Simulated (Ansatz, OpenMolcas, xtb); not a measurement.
A ladder of methods for InH3 (SMILES [InH3])

InH3: 4 atoms, total charge 0, spin state singlet. As SMILES, `[InH3]`. The coordinates come from a PBE0-D4/def2-TZVP relaxation.

Each level gives the vertical ionisation energy (to the doublet cation) (eV). The values are calculated.

| level | kind | program | value (eV) | less CCSD(T)/def2-TZVP | CPU time (all runs) |
| --- | --- | --- | --- | --- | --- |
| GFN1-xTB | semi-empirical | xtb | 14.67 | +4.08 | under 2 s |
| HF/def2-TZVP (core potential) | Hartree–Fock | OpenMolcas | 9.95 | -0.64 | 15 s |
| SVWN5/def2-TZVP (core potential) | LDA | OpenMolcas | 10.47 | -0.12 | 69 s |
| revPBE/def2-TZVP (core potential) | GGA | OpenMolcas | 10.32 | -0.27 | 70 s |
| r2SCAN/def2-TZVP (core potential) | meta-GGA | OpenMolcas | 10.43 | -0.16 | 1.7 min |
| M06-2X/def2-TZVP (core potential) | hybrid meta-GGA | OpenMolcas | 10.60 | +0.01 | 79 s |
| CCSD(T)/def2-TZVP (core potential), open shells restricted | coupled cluster or CI | OpenMolcas | 10.59 | 0.00 | 46 s |
| FCI/STO-3G | exact in the basis | Ansatz | 7.88 | -2.71 | 6.7 s |

CCSD(T)/def2-TZVP (core potential), open shells restricted is the highest level here, not the true value. All-electron rows without a relativistic Hamiltonian named are non-relativistic, while core potentials hold scalar relativity, so basis and relativity change together. Spin-orbit coupling, which can split open shells on such heavy atoms by tenths of an eV, is left out. The values span 7.88 to 14.67 eV. The xTB values lack the empirical shift that such differences need. Spin contamination of the reference (⟨S²⟩ at least 0.1 too high) touches HF/def2-TZVP. High-level rows in very small sets aren't better than simpler rows in larger ones. In the correlated wave-function rows the outer d shell of In is correlated, in sets not made for it. CPU times are rough (shared hosts, several kinds of processor): they show what a rung costs within a factor of a few.
